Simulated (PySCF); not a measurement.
Ga(Cl)2(NH2) (Cl₂GaH₂N), SMILES [NH2][Ga]([Cl])[Cl].

Geometry: PBE0-D3(BJ)/def2-SVP. The structure was generated by enumeration; whether it is a known compound was not checked. Other conformers were not sampled.

Two levels are set side by side: TDDFT-PBE/def2-SVPD (PySCF) and TDDFT-ωB97X/def2-SVPD (PySCF). Vertical, same geometry. The lowest singlet is HOMO→LUMO 100 % with PBE and HOMO→LUMO 91 % with the other functional; states are paired by order. Differences are taken from unrounded values.

| quantity | TDDFT-ωB97X | TDDFT-PBE | TDDFT-PBE minus TDDFT-ωB97X |
|---|---|---|---|
| lowest singlet excitation (eV) | 6.06 | 4.70 | -1.36 |
| lowest triplet excitation (TDA) (eV) | 5.70 | 4.36 | -1.34 |
| first bright state (f over 0.05) (eV) | 7.45 | 6.19 | -1.26 |
| its oscillator strength | 0.20 | 0.16 | -0.04 |

A lower first singlet is the usual sign of a functional without exact exchange. Differences between two approximate levels are no errors against the true value.

Rough cost on one machine, each run with all the roots and properties that it gave: TDDFT-ωB97X against TDDFT-PBE about 7 times.
